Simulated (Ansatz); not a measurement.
`C[CH2][Mg][F]`, charge 0, multiplicity 1.

Q: Give a relaxed structure at PBE0-D4/def2-TZVP (Ansatz). (Estimate.)

A: Ansatz gave: 
Cartesian coordinates in Å:
```
C 0.898 -0.701 -0.330
C -0.549 -0.330 0.001
Mg -0.898 1.644 0.580
F -1.199 3.309 1.068
H 1.568 -0.548 0.521
H 1.000 -1.752 -0.625
H 1.298 -0.104 -1.156
H -1.193 -0.540 -0.861
H -0.925 -0.980 0.801
```
Point group Cs.
This is one stationary point; other conformers may exist.
